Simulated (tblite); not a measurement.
Species: C6H12B (doublet state).
Numbering: `[H]/[C:1]=[CH:2]/[B:3]([CH3:4])[CH2:5][CH2:6][CH3:7]` (hydrogens: H8 on C1; H9 on C2; H10, H11, H12 on C4; H13, H14 on C5; H15, H16 on C6; H17, H18, H19 on C7)
Bond orders are those of one Lewis drawing.

Computed with GFN2-xTB (tblite), gas phase: L-BFGS steps from a force-field or distance-geometry start until the largest atomic force falls under 0.01 eV/Å.

The end geometry, which sets the zero of energy:
```
atom  x, y, z in Å
C1     -2.5304    1.9604    0.2397
C2     -1.3669    1.3817    0.2845
B3     -1.0765   -0.0593   -0.2343
C4     -2.2859   -0.9960   -0.6210
C5      0.3990   -0.6177   -0.3588
C6      1.5458    0.2463    0.1722
C7      2.8999   -0.4300   -0.0145
H8     -2.9898    2.8895    0.4953
H9     -0.5071    1.9269    0.7022
H10    -3.1234   -0.4471   -1.0446
H11    -2.0158   -1.7975   -1.3053
H12    -2.6656   -1.4721    0.2839
H13     0.5919   -0.8254   -1.4175
H14     0.4515   -1.5968    0.1292
H15     1.5535    1.2052   -0.3516
H16     1.3909    0.4457    1.2356
H17     3.0868   -0.6236   -1.0691
H18     3.7029    0.1987    0.3649
H19     2.9294   -1.3794    0.5169
```

Question: These geometries come from the run, each turned onto the end geometry. Order them by energy, lowest first.
A.
```
atom  x, y, z in Å
C1     -2.5588    1.9498    0.2546
C2     -1.3680    1.4332    0.1751
B3     -1.0726   -0.0317   -0.2704
C4     -2.2739   -1.0186   -0.5401
C5      0.4066   -0.5675   -0.4451
C6      1.5432    0.2248    0.2073
C7      2.8901   -0.4689    0.0327
H8     -3.0372    2.8679    0.5136
H9     -0.4923    2.0501    0.4295
H10    -3.1695   -0.5138   -0.8921
H11    -2.0294   -1.8169   -1.2382
H12    -2.5454   -1.5025    0.3992
H13     0.6085   -0.6230   -1.5218
H14     0.4644   -1.6025   -0.0944
H15     1.5987    1.2208   -0.2383
H16     1.3394    0.3437    1.2741
H17     3.1217   -0.5910   -1.0236
H18     3.6886    0.1105    0.4918
H19     2.8762   -1.4549    0.4938
```
B.
```
atom  x, y, z in Å
C1     -2.3995    2.0774   -0.2863
C2     -1.3743    1.4368    0.1890
B3     -1.1034   -0.0716   -0.1217
C4     -2.2911   -1.0790   -0.3458
C5      0.3794   -0.5387   -0.3945
C6      1.5178    0.1117    0.3965
C7      2.8715   -0.4161   -0.0693
H8     -2.8372    3.0499   -0.3407
H9     -0.6045    1.9642    0.7791
H10    -3.2671   -0.6041   -0.3443
H11    -2.1755   -1.6221   -1.2812
H12    -2.2846   -1.8302    0.4422
H13     0.5411   -0.2846   -1.4493
H14     0.5033   -1.6218   -0.3363
H15     1.4918    1.1979    0.2697
H16     1.3907   -0.1068    1.4607
H17     3.0020   -0.2455   -1.1347
H18     3.6831    0.0760    0.4595
H19     2.9469   -1.4840    0.1152
```
C.
```
atom  x, y, z in Å
C1     -2.0811    2.2697   -0.6102
C2     -1.4280    1.4262    0.1221
B3     -1.1301   -0.0804   -0.1874
C4     -2.2750   -1.1597   -0.2077
C5      0.3536   -0.5355   -0.5083
C6      1.4404    0.0286    0.4145
C7      2.8418   -0.3218   -0.0665
H8     -2.3444    3.3033   -0.6330
H9     -0.9705    1.7442    1.0753
H10    -3.2637   -0.7738    0.0214
H11    -2.3235   -1.6378   -1.1855
H12    -2.0471   -1.9550    0.5023
H13     0.5637   -0.1851   -1.5256
H14     0.4484   -1.6247   -0.5392
H15     1.3380    1.1131    0.4747
H16     1.2930   -0.3714    1.4199
H17     3.0194    0.1010   -1.0524
H18     3.5893    0.0691    0.6190
H19     2.9660   -1.4004   -0.1258
```
D.
```
atom  x, y, z in Å
C1     -2.5574    1.9629    0.1541
C2     -1.3616    1.4558    0.0845
B3     -1.0685   -0.0367   -0.2591
C4     -2.2915   -1.0082   -0.4854
C5      0.4078   -0.5948   -0.4048
C6      1.5384    0.1591    0.3013
C7      2.9071   -0.4454    0.0015
H8     -3.0450    2.8916    0.3531
H9     -0.4922    2.1031    0.2644
H10    -3.2187   -0.4839   -0.7021
H11    -2.1181   -1.7377   -1.2730
H12    -2.4598   -1.5831    0.4259
H13     0.6352   -0.5914   -1.4774
H14     0.4513   -1.6459   -0.1057
H15     1.5379    1.2029   -0.0218
H16     1.3662    0.1492    1.3798
H17     3.1189   -0.3928   -1.0651
H18     3.6896    0.0947    0.5323
H19     2.9507   -1.4899    0.3055
```
E.
```
atom  x, y, z in Å
C1     -1.9286    2.2232   -0.6512
C2     -1.3203    1.3587    0.0923
B3     -1.1050   -0.1739   -0.2302
C4     -2.3455   -1.1467   -0.1245
C5      0.3654   -0.6380   -0.6277
C6      1.3725    0.0198    0.3370
C7      2.8436   -0.2259    0.0033
H8     -2.1554    3.2634   -0.6624
H9     -0.8854    1.6687    1.0655
H10    -3.2606   -0.6299    0.1615
H11    -2.4925   -1.6273   -1.0928
H12    -2.1891   -1.9654    0.5768
H13     0.5697   -0.2745   -1.6428
H14     0.5299   -1.7243   -0.6586
H15     1.1994    1.0980    0.3407
H16     1.1492   -0.3498    1.3420
H17     3.1776    0.4277   -0.8004
H18     3.4561   -0.0376    0.8815
H19     3.0092   -1.2566   -0.3024
```

Answer: A (0.004 eV), D (0.011 eV), B (0.055 eV), C (0.113 eV), E (0.210 eV).

In the order of the answer:

| step | E above end (eV) | largest force (eV/Å) | rms force component (eV/Å) | rms distance from end (Å) | rms bond change (Å) | bond most changed (Å) |
| --- | --- | --- | --- | --- | --- | --- |
| 159 | 0.004 | 0.02 | 0.007 | 0.139 | 0.000 | C5–H13 +0.001 |
| 108 | 0.011 | 0.06 | 0.018 | 0.235 | 0.001 | B3–C5 +0.002 |
| 74 | 0.055 | 0.21 | 0.052 | 0.445 | 0.002 | C2–B3 +0.005 |
| 45 | 0.113 | 0.07 | 0.024 | 0.692 | 0.003 | C2–B3 +0.008 |
| 9 | 0.210 | 0.28 | 0.079 | 0.769 | 0.007 | C2–B3 +0.022 |

What follows is the cost of the whole relaxation. On one thread, Intel Xeon Platinum 8488C (x86_64), shared host with 96 logical CPUs at a one-minute load of 50, this took 1.2 s wall.
